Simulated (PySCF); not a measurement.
**[Ce(NO2)]3+ at several levels of theory**

Computed with PySCF 2.14.0 (density fitting, no spin-orbit coupling) at the geometry relaxed with PBE0:

```xyz
4
[Ce(NO2)]3+ (singlet; a saddle point, relaxed within its symmetry)
Ce    0.0000    0.0000   -0.4163
O     1.0220    0.0000    1.4927
O    -1.0220    0.0000    1.4927
N     0.0000    0.0000    2.2587
```

```csv
level,basis,state,HOMO (eV),gap (eV),charge on Ce1 (e),population of f-type functions on Ce1 (polarisation alone where 4f lies in the core),dipole about the centre of mass (D),largest force component (eV/Å)
PBE0,"Ce lcecp-2-SVP with ECP46, O def2-SVP, N def2-SVP",singlet,–,–,2.74,0.08,4.80,0.01
BLYP,the same,singlet,–,–,2.62,0.08,3.99,2.17
TPSS,the same,singlet,–,–,2.68,0.08,4.25,1.60
CAM-B3LYP,the same,singlet,–,–,2.76,0.08,5.19,0.39
PBE0,"Ce lcecp-2-TZVP with ECP46, O def2-TZVP, N def2-TZVP",singlet,–,–,2.72,0.10,4.69,0.97
PBE0,"Ce x2c-SVPall, O x2c-SVPall, N x2c-SVPall",singlet,-27.81,2.53,2.34,1.00,2.78,3.70
```

In the lcecp rows the 4f levels are missing from HOMO and gap, and the state counts the valence alone.

Charges are Mulliken's, which hang on the basis. The relaxation used the grid (50, 194), these runs (75, 302) or, all-electron (x2c bases, spin-free X2C Hamiltonian), (99, 590).

(1) What does HF with Ce lcecp-2-SVP with ECP46, O def2-SVP, N def2-SVP give here?

## Answers

(1) state singlet, charge on Ce1 (e) 3.03, population of f-type functions on Ce1 (polarisation alone where 4f lies in the core) 0.08, dipole about the centre of mass (D) 6.65, largest force component (eV/Å) 2.22. Time: 3.3 s on 2 threads of AMD EPYC (Zen 3), on a shared host, from an already converged density.
